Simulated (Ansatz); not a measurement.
Cartesian coordinates in Å:
```
F 0.527 1.585 -1.441
Si 0.643 0.032 -1.170
F 2.178 -0.282 -0.963
O -0.175 -0.358 0.153
Si -0.576 -0.147 1.737
H 0.144 -0.707 -2.331
H -1.461 -1.280 2.122
H -1.281 1.157 1.892
```

The species carries charge 0 and has multiplicity 2.

(1) List the PBE0/def2-TZVPP orbital energies in eV (Ansatz 0.2.0). (An estimate is asked.)

Results:

(1) The calculation gave: α occupied: -1804.90, -1803.81, -674.22, -674.21, -523.56, -146.96, -146.02, -101.67, -101.66, -101.59, -100.78, -100.68, -100.61, -33.95, -33.43, -28.77, -17.39, -15.45, -14.34, -13.82, -13.47, -12.81, -12.70, -12.29, -11.75, -11.37, -10.76, -9.67, -6.40. α empty: -0.17, 1.16, 1.28, 1.53, 1.62, 2.48, 3.25, 3.95. β occupied: -1804.90, -1803.71, -674.22, -674.21, -523.50, -146.96, -145.90, -101.67, -101.66, -101.59, -100.61, -100.53, -100.47, -33.95, -33.43, -28.63, -17.24, -15.31, -14.33, -13.80, -13.29, -12.73, -12.52, -12.28, -11.63, -11.08, -10.68, -9.47. β empty: -2.49, 0.22, 1.26, 1.43, 1.85, 2.16, 2.57, 3.36. ⟨S²⟩ = 0.752.
